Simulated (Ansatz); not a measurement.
Saddle point of BSiH₇SO, singlet (SiH₄O ([OH][SiH3]) + BH₃S ([BH2][SH]) → BSiH₅O ([BH2][O][SiH3]) + H₂S; bonds formed: S2–H5; dative contacts that become bonds: B1–O6; bonds broken: B1–S2, H5–O6), PBE0-D4/def2-TZVP structure:

B1  (-1.058, 0.258, 0.456)
S2  (-1.257, -1.602, 1.213)
H3  (-1.336, 1.082, 1.280)
H4  (-1.666, 0.268, -0.583)
H5  (0.128, -1.094, 0.700)
O6  (0.457, 0.090, 0.254)
Si7  (1.248, 0.490, -1.154)
H8  (-0.969, -1.304, 2.491)
H9  (0.707, -0.298, -2.291)
H10  (1.064, 1.938, -1.415)
H11  (2.681, 0.171, -0.951)
(Å)

Energies are electronic, without zero-point energy. Barriers and step energies count from the start structure reached by relaxing down the imaginary mode; all methods use the PBE0-D4 structures, on which another method's saddle can fall below an end. Computed with Ansatz 0.2.0 (basis: def2-TZVPP, with def2-QZVPP for the basis limit); correlated methods freeze the cores. B3LYP uses VWN-RPA correlation. Extrapolation: Hartree–Fock as exp(−7.88 √X), correlation as X^−2.97.

```tsv
method	barrier (eV)	step energy (eV)
SPW92	0.296	-0.024
PBE-D4	0.405	-0.199
BLYP-D4	0.467	-0.390
r2SCAN-D4	0.478	-0.254
B97M-V	0.608	-0.311
PBE0-D4	0.532	-0.198
B3LYP-D4	0.564	-0.372
r2SCAN0-D4	0.574	-0.240
BHLYP-D4	0.722	-0.388
CAM-B3LYP-D4	?	-0.340
wB97X-V	0.636	-0.267
wB97M-V	?	-0.267
B2PLYP	0.586	-0.338
PBE-QIDH	0.602	-0.197
RPA on PBE	0.580	-0.328
HF	1.012	-0.583
MP2	?	-0.225
CCSD	0.712	-0.315
CCSD(T)	0.634	-0.275
```

Fill in the withheld barriers. (To be estimated.)

Computed: CAM-B3LYP-D4 0.604; MP2 0.567; wB97M-V 0.634 eV. Each is the energy of the saddle less that of the start structure, by the same method.

For comparison, the barrier by CCSD(T) at an estimated basis limit (MP2 extrapolated from triple and quadruple zeta, plus CCSD(T) − MP2 in triple zeta) is 0.640 eV.

No T1 diagnostic of these runs exceeds 0.013.

Labels in which every atom is bracketed show which atoms are joined, not bond orders.

For scale, one of the runs: CCSD(T)/def2-TZVPP, 244 basis functions, launched by `ansatz run in.yaml --threads 3 --pin off --events-out ev --progress --plain --max-ram 6092MiB`. The run took 62 s on 3 CPU threads of an Intel Xeon (shared host), with 5 GiB of host memory at its peak.
